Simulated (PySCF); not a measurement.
Computed with PBE-D3(BJ)/def2-TZVP // PBE-D3(BJ)/def2-SVP (PySCF 2.14.0). All species are isolated molecules in the gas phase. 

Reference species: [Cd(Br)2] (neutral, multiplicity 1).

```
Property                                                         Value
------------------------------------------------------------  --------
mean distance from the central atom to its bonded neighbours   2.420 Å
charge on the central atom (Mulliken)                           0.66 e
HOMO                                                          -7.14 eV
```

Changed species: [Cd(Cl)2] (0 of 2 Cl replaced by Br; the reference has 2 of 2 Cl replaced by Br).

Q: Predict the effect on the mean distance from the central atom to its bonded neighbours, charge on the central atom (Mulliken) and HOMO.

A: the mean distance from the central atom to its bonded neighbours falls by 0.132 Å, to 2.288 Å; the charge on the central atom (Mulliken) goes up by 0.08 e, to 0.74 e; the HOMO falls by 0.38 eV, to -7.52 eV.
